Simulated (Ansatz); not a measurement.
H₅Si₂, doublet, at the geometry of the source list; CCSD(T)/cc-pVDZ in Ansatz (a first-principles code).

Input for Ansatz:
Ansatz 0.2 input:
```yaml
crystal:
  periodic: [false, false, false]
  atoms:
    - {symbol: Si, position_ang: [1.29670000, -0.12590000, 0.26840000]}
    - {symbol: Si, position_ang: [-0.95230000, 0.08030000, 0.01870000]}
    - {symbol: H, position_ang: [2.18680000, 0.95230000, -0.18370000]}
    - {symbol: H, position_ang: [1.98600000, -1.37060000, -0.07560000]}
    - {symbol: H, position_ang: [-1.63230000, -0.34810000, 1.25010000]}
    - {symbol: H, position_ang: [-1.29840000, 1.48740000, -0.20760000]}
    - {symbol: H, position_ang: [-1.58660000, -0.67540000, -1.07020000]}
basis:
  gaussian:
    orbitals: cc-pVDZ
    fitting: {mean_field: cc-pVTZ-JKFIT, correlation: cc-pVTZ-RIFIT}
magnetization: {spin_polarized: true, initial_magnetization: 1}
correlation: {method: ccsd_t}
```

It wrote (shortened):

```
Functional definition: HF
392 factors; integrals over basis functions are off by at most 4.4e-2 eV
394 factors; integrals over basis functions are off by at most 1.6e-1 eV
mean field evaluation 1: about -15801.0600 eV, gradient 9.0e0 eV
mean field evaluation 2: about -15802.0365 eV, gradient 2.9e0 eV
mean field evaluation 4: about -15802.1770 eV, gradient 2.9e-1 eV
mean field evaluation 8: about -15802.0370 eV, gradient 2.9e0 eV
mean field -15802.17933119 eV, -580.7193793195 hartree, gradient 1.8e-6 eV, S^2 0.759929; 0 other end points of the search recorded, 0 dependent functions left out
10 core orbitals not correlated
reference -15802.17933119 eV, -580.7193793195 hartree; 7, 6 occupied and 44, 45 virtual orbitals, 394 factors
second order -5.25641469 eV of doubles, -0.00000000 eV of singles
cycle   1  -6.20716417 eV  change   -9.5e-1 eV  update   7.3e-2
cycle   2  -6.54073705 eV  change   -3.3e-1 eV  update   2.6e-2
cycle   3  -6.55467936 eV  change   -1.4e-2 eV  update   7.2e-3
cycle   4  -6.55297010 eV  change    1.7e-3 eV  update   2.6e-3
cycle   5  -6.55250502 eV  change    4.7e-4 eV  update   1.1e-3
cycle   6  -6.55248569 eV  change    1.9e-5 eV  update   4.0e-4
cycle   7  -6.55263356 eV  change   -1.5e-4 eV  update   1.6e-4
cycle   8  -6.55270007 eV  change   -6.7e-5 eV  update   5.8e-5
cycle   9  -6.55267950 eV  change    2.1e-5 eV  update   2.2e-5
cycle  10  -6.55267883 eV  change    6.7e-7 eV  update   9.8e-6
perturbative correction -0.15404846 eV, -0.0056611764 hartree
Total energy: -15808.88605848 eV, -580.9658470012 hartree
```
